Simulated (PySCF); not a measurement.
Start geometry of `C[N]=[Nb]([CH3])([CH3])[CH3]` (Nb(NMe)Me3) from GFN2-xTB (Å):
```
atom  x, y, z in Å
Nb1    0.0622   -0.0677   -0.4056
N2    -0.0164   -0.0172    1.3431
C3    -0.0617   -0.0285    2.7319
H4     0.7205    0.8000    3.1413
H5    -1.0314    0.0823    3.1086
H6     0.3856   -0.9612    3.1201
C7     2.2041   -0.0015   -0.9886
H8     2.2687   -0.0897   -2.1005
H9     2.7520   -0.8005   -0.4959
H10    2.6863    0.9298   -0.7025
C11   -1.1131    1.8818   -0.9605
H12   -0.9506    2.0221   -2.0556
H13   -0.7980    2.8342   -0.5372
H14   -2.2134    1.8442   -0.7589
C15   -1.0994   -1.9023   -0.9972
H16   -2.0869   -1.9256   -0.5350
H17   -0.5267   -2.7507   -0.7539
H18   -1.2383   -1.8326   -2.0758
```

Task: What comes out of this run: PySCF, PBE0-D3(BJ)/def2-SVP geometry optimisation, gas phase, def2 core potentials past Kr?

Result: 
```
atom  x, y, z in Å
Nb1   -0.0034    0.0046   -0.4301
N2     0.0016   -0.0079    1.3095
C3     0.0049   -0.0167    2.7250
H4     0.6415    0.7898    3.1302
H5    -1.0128    0.1263    3.1296
H6     0.3895   -0.9740    3.1197
C7     2.0790    0.0038   -0.9952
H8     2.1591   -0.0854   -2.0965
H9     2.6535   -0.8197   -0.5389
H10    2.5637    0.9502   -0.6949
C11   -1.0450    1.8147   -0.9737
H12   -0.9646    1.9692   -2.0678
H13   -0.6617    2.7164   -0.4682
H14   -2.1174    1.7256   -0.7217
C15   -1.0487   -1.7955   -1.0003
H16   -2.0401   -1.8881   -0.5257
H17   -0.4658   -2.6924   -0.7242
H18   -1.1897   -1.8040   -2.0992
```

The energy falls by 16.8 kcal/mol over 8 energy and gradient evaluations, the largest force component goes from 0.0837 to 4.0e-04 Eh/bohr, and the atoms move by 0.101 Å rms after alignment. The bond that changes most is Nb1–C11 (ends: niobium bonded to 3 C and N; carbon bonded to Nb and 3 H), which shortens by 0.185 Å. Bonds longer at the end by more than 0.005 Å: 8 of 17; shorter: 8. Among the angles that change most is H4–C3–H5, from 113.9° to 107.6°. Rotational constants go from 2089, 1548, 1534 to 2299, 1596, 1595 MHz. The orientation of the end geometry is arbitrary; only internal coordinates are fixed.

The run used 161 basis functions and 61 SCF cycles in all. Time: 3.0 min wall; peak memory 0.66 GiB. Hardware: one thread of an Arm Neoverse V1, on a shared host.

Stationary, but not proved a minimum.
